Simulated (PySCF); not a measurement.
The numbers below are computed, except where a source is named.
## B3O2F6(-)

B3O2F6(-) is a molecule drawn as a unit of a network glass or zeolite (built as: B3 B4 B3, F ends, O bridges), charge -1, singlet. The structure, one conformer, was relaxed in the gas phase by PBE0-D3(BJ)/def2-SVP. No frequency run checks that it is a minimum.

SMILES: FB(F)O[B-](F)(F)OB(F)F

| atom | x (Å) | y (Å) | z (Å) |
| --- | --- | --- | --- |
| F1 | -2.507 | -0.959 | -1.281 |
| B2 | -1.523 | -0.244 | -0.702 |
| F3 | -1.068 | 0.758 | -1.477 |
| O4 | -1.096 | -0.527 | 0.499 |
| B5 | -0.057 | 0.135 | 1.314 |
| F6 | -0.615 | 1.234 | 1.957 |
| F7 | 0.424 | -0.789 | 2.234 |
| O8 | 1.063 | 0.613 | 0.480 |
| B9 | 1.590 | 0.099 | -0.599 |
| F10 | 1.200 | -1.046 | -1.190 |
| F11 | 2.620 | 0.698 | -1.225 |

Shieldings: GIAO PBE0/aug-pcSseg-1.  Core levels by delta-SCF with SCAN, aug-pcX-2 on the ionised atom and aug-pcseg-1 elsewhere, spin-free X2C; from the vacuum level, for chosen atoms.

**Question.** Give the NMR and core-level values of the distinct atoms.

**Answer.** 
```tsv
atoms	bonded to	σ (ppm)	δ (ppm)	core level (eV)
F1 F11	1 B	316.4	-	1s 689.41
B2 B9	2 F + 1 O	87.9	-	1s 195.83
F3 F10	1 B	310.3	-	1s 689.32
O4 O8	2 B	190.7	-	1s 534.23
B5	2 F + 2 O	103.3	-	1s 194.88
F6 F7	1 B	335.2	-	-
```

Values are those of this one static structure; atoms that internal rotation interchanges would show their mean in an NMR spectrum.

**Question.** By CAM-B3LYP/def2-SVPD (TDDFT singlets, Tamm-Dancoff triplets, ionisation by delta-SCF), where does absorption start, and what does vertical ionisation take?

**Answer.** The lowest singlet lies at 8.34 eV (f 0.030), the lowest triplet at 8.24 eV; vertical ionisation takes 7.93 eV.

Excited states of gas-phase anions may lie above the detachment limit and hang on the basis.
